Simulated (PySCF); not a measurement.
**Aluminium: a sound run and one with changed settings**

Sound run: Al⁺ [Ne] 3s2, Al²⁺ [Ne] 3s1. Calculation: PySCF 2.14, in 6-31G*; the non-relativistic Hamiltonian (point nucleus). In the sound run the correlated levels freeze [Ne]. The sound run starts from symmetry-adapted Hartree-Fock orbitals and uses a fine grid where one is needed.

Changed run: scalar relativity by spin-free X2C-1e. This setting is unsound on purpose.

| species | method | sound run (hartree) | changed run (hartree) | converged |
| --- | --- | --- | --- | --- |
| Al⁺ | UHF | -241.65205 | -242.04877 | yes |
| Al⁺ | B3LYP | -242.14492 | -242.54144 | yes |
| Al⁺ | PBE | -241.98287 | -242.37932 | yes |
| Al⁺ | MP2 | -241.67780 | -242.07453 | yes |
| Al⁺ | CCSD(T) | -241.69097 | -242.08766 | yes |
| Al²⁺ | UHF | -241.00702 | -241.40261 | yes |
| Al²⁺ | B3LYP | -241.44841 | -241.84369 | yes |
| Al²⁺ | PBE | -241.29163 | -241.68683 | yes |

Ionisation energy of Al⁺:

| method | sound run (eV) | changed run (eV) |
| --- | --- | --- |
| UHF | 17.552 | 17.583 |
| B3LYP | 18.953 | 18.987 |
| PBE | 18.810 | 18.844 |
| MP2 | 18.253 | 18.284 |
| SCS-MP2 | 18.393 | 18.424 |
| CCSD | 18.611 | 18.641 |
| CCSD(T) | 18.611 | 18.641 |
| CCSDT | 18.611 | 18.641 |
| FCI | 18.611 | 18.641 |

Most of the change in total energy is the relativistic energy itself. On top of that the contraction fixes the core shape for the Hamiltonian it was made with, so the changed run is not a good calculation with the other Hamiltonian either.

For comparison, NIST gives 18.829 eV between the lowest levels.
